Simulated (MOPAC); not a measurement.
Input for MOPAC: AM1 on BrHMg (SMILES [MgH][Br]), a point of a bond scan (R = 5.379 Å).

```
AM1 1SCF PRECISE CHARGE=0 THREADS=1
BrHMg

Mg    -0.00000000 1    -0.00000000 1    -1.67667967 1
H      0.00000000 1     0.00000000 1    -7.05608197 1
Br     0.00000000 1     0.00000000 1     0.67079711 1
```

Output:

```
*******************************************************************************
 **                                                                           **
 **                              MOPAC v23.2.5                                **
 **                                                                           **
 *******************************************************************************
 ** MOPAC's Digital Object Identifier: https://doi.org/10.5281/zenodo.6511958 **
 **                                                                           **
 ** Please cite the open-source release paper for use of this MOPAC version:  **
 ** J. E. Moussa and J. J. P. Stewart (2026)                                  **
 ** MOPAC: An open-source semiempirical molecular orbital program             **
 ** J. Open Source Softw., 11(119), 8025, https://doi.org/10.21105/joss.08025 **
 *******************************************************************************

                              AM1 CALCULATION RESULTS

 *******************************************************************************
 *  AM1        - The AM1 Hamiltonian to be used
 *
 *
 *
 *                 CHARGE ON SYSTEM = 0
 *
 *
 *
 *  PRECISE    - TIGHTER CRITERIA TO BE USED
 *  1SCF       - DO 1 SCF AND THEN STOP
 *  THREADS=1  - MULTI-THREADING NOT USED
 *  T=         - A TIME OF 172800.0 SECONDS REQUESTED
 *  DUMP=N     - RESTART FILE WRITTEN EVERY 7200.0 SECONDS REQUESTED
 *******************************************************************************
AM1 1SCF PRECISE CHARGE=0 THREADS=1
 BrHMg

   ATOM   CHEMICAL          X               Y               Z
  NUMBER   SYMBOL      (ANGSTROMS)     (ANGSTROMS)     (ANGSTROMS)

     1      Mg         -0.00000000  *  -0.00000000  *  -1.67667967  *
     2       H          0.00000000  *   0.00000000  *  -7.05608197  *
     3      Br          0.00000000  *   0.00000000  *   0.67079711  *



          CARTESIAN COORDINATES

    NO.       ATOM           X           Y           Z

     1        Mg         -0.0000     -0.0000     -1.6767
     2         H          0.0000      0.0000     -7.0561
     3        Br          0.0000      0.0000      0.6708

  H: (AM1): M.J.S. DEWAR ET AL, J. AM. CHEM. SOC. 107 3902-3909 (1985)
 Mg: (AM1): J. J. P. STEWART, J. MOL. MOD., 10, 155-164 (2004)
 Br: (AM1): M.J.S. DEWAR AND E. G. ZOEBISCH, THEOCHEM, 180, 1 (1988).

           Empirical Formula: H Mg Br  =     3 atoms



      MOLECULAR POINT GROUP   :   C*v


      RHF CALCULATION, NO. OF DOUBLY OCCUPIED LEVELS = 5



 ALL CONVERGERS ARE NOW FORCED ON
 SHIFT=10, PULAY ON, CAMP-KING ON
 AND ITERATION COUNTER RESET



 -------------------------------------------------------------------------------
 AM1 1SCF PRECISE CHARGE=0 THREADS=1
 BrHMg



     1SCF WAS SPECIFIED, SO BFGS WAS NOT USED
     SCF FIELD WAS ACHIEVED


                              AM1 CALCULATION
                                                       MOPAC v23.2.5 Linux




          FINAL HEAT OF FORMATION =        125.73372 KCAL/MOL =     526.06989 KJ/MOL


          COSMO AREA              =        107.56 SQUARE ANGSTROMS
          COSMO VOLUME            =         78.14 CUBIC ANGSTROMS

          IONIZATION POTENTIAL    =          6.436095 EV
          HOMO LUMO ENERGIES (EV) =         -6.436 -3.579
          NO. OF FILLED LEVELS    =          5
          MOLECULAR WEIGHT        =        105.2169         POINT GROUP:  C*v

          MOLECULAR DIMENSIONS (Angstroms)

            Atom       Atom       Distance
           Br     3    H     2     7.72688
           Br     3    H     2     0.00000
           Mg     1    H     2     0.00000


          SCF CALCULATIONS        =          1





   ATOM   CHEMICAL          X               Y               Z
  NUMBER   SYMBOL      (ANGSTROMS)     (ANGSTROMS)     (ANGSTROMS)

     1      Mg         -0.00000000  *  -0.00000000  *  -1.67667967  *
     2       H          0.00000000  *   0.00000000  *  -7.05608197  *
     3      Br          0.00000000  *   0.00000000  *   0.67079711  *

                             CARTESIAN COORDINATES

   1   Mg       -0.000000000    -0.000000000    -1.676679670
   2    H        0.000000000     0.000000000    -7.056081970
   3   Br        0.000000000     0.000000000     0.670797110


           Empirical Formula: H Mg Br  =     3 atoms



      MOLECULAR POINT GROUP   :   C*v


                  EIGENVALUES
 -29.51862 -11.75326 -10.40494 -10.40494  -6.43609  -3.57930   1.78719   1.78719
   2.67110


              NET ATOMIC CHARGES AND DIPOLE CONTRIBUTIONS

  ATOM NO.   TYPE          CHARGE      No. of ELECS.   s-Pop       p-Pop
    1         Mg           0.390369        1.6096     1.09376     0.51587
    2          H          -0.039864        1.0399     1.03986
    3         Br          -0.350505        7.3505     1.94336     5.40714
 DIPOLE           X         Y         Z       TOTAL
 POINT-CHG.     0.000     0.000    -2.922     2.922
 HYBRID        -0.000    -0.000    -0.363     0.363
 SUM           -0.000    -0.000    -3.285     3.285


          ATOMIC ORBITAL ELECTRON POPULATIONS

     Atom    s        px        py        pz
    1 Mg   1.09376   0.07701   0.07701   0.36186
    2  H   1.03986
    3 Br   1.94336   1.92299   1.92299   1.56115

 **********************
 *                    *
 * JOB ENDED NORMALLY *
 *                    *
 **********************




 == MOPAC DONE ==
```

The run finished.

Cost: roughly 0.07 core-seconds.
